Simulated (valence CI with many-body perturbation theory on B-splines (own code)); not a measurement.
# Er²⁹⁺: key properties

Level of theory: configuration interaction combined with many-body perturbation theory (CI+MBPT): three valence electrons over a frozen Dirac-Fock core [Kr], radial functions for each j: 9 s, 9 p, 10 d, 8 f, 5 g, 3 h, 1 i, with the one-electron correlation potential Σ1, the two-electron term Σ2, the three-electron term Σ3, Breit, model QED; selected CI, second order for the rest (own B-spline code, finite nucleus).

No measured spectrum was set against this ion. As an estimate, large intervals hold to a few tenths of a per cent, small ones and those within an open d or f shell to about a per cent. Only levels of the ground parity were solved; by the run's estimate the other parity begins above the list, which can be wrong where configurations are misplaced.

Levels are named by their leading jj configuration (3d3/2^4 stands for four electrons in 3d with j = 3/2), which in mixed levels can hold well under half, so a name can repeat and another be missing.

Rates and lifetimes use the calculated energies. Strong lines usually hold to 10 to 20 %, long lifetimes can be off by a factor of two.

What is the ground level?

(4d3/2^3) J=3/2, composition 57 % 4d3 4F + 32 % 4d3 2D + 8 % 4d3 2P, g = 0.643.

What is the ionisation energy?

1093.8 eV; NIST lists 1092 ± 4 eV (theoretical).

How well does LS coupling describe the low levels?

Among the lowest 19 levels the leading LS term, summed over configurations, holds 60 % on average. For single configurations the figures are 60 % in LS and 90 % in jj coupling. Terms mix most in the J = 3/2 level at 10.918 eV, where the leading one holds 41 %.

Name the longest-lived excited levels whose lifetime is computed, and their main decay.

(4d3/2^2 4d5/2) J=9/2 at 12.244 eV lives 1.23 s, mostly by M1 to (4d3/2^2 4d5/2) J=7/2.
